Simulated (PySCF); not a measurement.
**Correlation energy of Cr²⁺ (chromium, charge +2)**

[Ar] 3d4, high-spin 5D determinant. Calculation: PySCF 2.14, in aug-cc-pVDZ-DK; scalar relativity by spin-free X2C-1e. Frozen: [Ar]; 4 electrons correlated.

```
  level  correlation energy (mhartree)
   CCSD                         -36.79
    (T)                          -0.24
CCSD(T)                         -37.03
```

Diagnostics: T1 = 0.0049, D1 = 0.0071, largest double amplitude 0.029.

Task: Is a single reference adequate?

Result: Yes: T1 lies below 0.03 and no double amplitude reaches 0.07.
